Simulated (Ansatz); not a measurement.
C6H16Ge⁻, that is GeEt2Me2 with one electron more. Charge -1, multiplicity 2. Geometry r2SCAN-D4/def2-SVP, that of the neutral singlet.

```xyz
23

Ge    0.3835   -0.1760   -0.0600
C     0.3597   -0.7242    1.8302
C    -0.3664    0.2527    2.7556
H     1.4080   -0.8561    2.1544
H    -0.1026   -1.7264    1.8854
H    -0.3566   -0.0851    3.8061
H     0.0970    1.2533    2.7329
H    -1.4232    0.3788    2.4663
C    -1.4583   -0.0956   -0.7520
C    -1.5476    0.2881   -2.2295
H    -2.0249    0.6237   -0.1338
H    -1.9276   -1.0812   -0.5791
H    -2.5912    0.3280   -2.5861
H    -1.1025    1.2793   -2.4194
H    -1.0141   -0.4344   -2.8697
C     1.4214   -1.4716   -1.1024
H     1.4909   -1.1666   -2.1585
H     0.9561   -2.4695   -1.0631
H     2.4455   -1.5557   -0.7052
C     1.2123    1.5948   -0.2185
H     1.3147    1.8862   -1.2757
H     2.2177    1.5947    0.2323
H     0.6083    2.3631    0.2900
```

B3LYP takes the VWN-RPA correlation. At PBE-D4/def2-TZVPD, B3LYP-D4/def2-TZVPD, PBE0-D4/def2-TZVPD the highest occupied level of the charge -1 doublet lies above zero (up to 2.18 eV). By energy differences it is unbound by 0.82 eV (vertical, against the charge 0 singlet, at PBE-D4/def2-TZVPD) and held by the finite basis.

Question: Estimate the α-spin orbital energies around the gap (eV) in Ansatz with PBE-D4/def2-TZVPD, B3LYP-D4/def2-TZVPD, PBE0-D4/def2-TZVPD.

Answer: 
| orbital | PBE-D4/def2-TZVPD | B3LYP-D4/def2-TZVPD | PBE0-D4/def2-TZVPD |
| --- | --- | --- | --- |
| HOMO−5 | -4.93 | -6.17 | -6.40 |
| HOMO−4 | -4.70 | -5.94 | -6.16 |
| HOMO−3 | -3.39 | -4.41 | -4.63 |
| HOMO−2 | -3.13 | -4.14 | -4.36 |
| HOMO−1 | -2.90 | -3.91 | -4.13 |
| HOMO | 2.18 | 2.00 | 2.01 |
| LUMO | 2.58 | 2.85 | 3.00 |
| LUMO+1 | 2.77 | 3.06 | 3.18 |
| LUMO+2 | 2.88 | 3.18 | 3.28 |
| LUMO+3 | 3.30 | 3.63 | 3.79 |
| LUMO+4 | 3.39 | 3.72 | 3.87 |
| LUMO+5 | 3.78 | 4.19 | 4.32 |
| β HOMO | -2.88 | -3.89 | -4.11 |
| β LUMO | 2.41 | 2.67 | 2.95 |
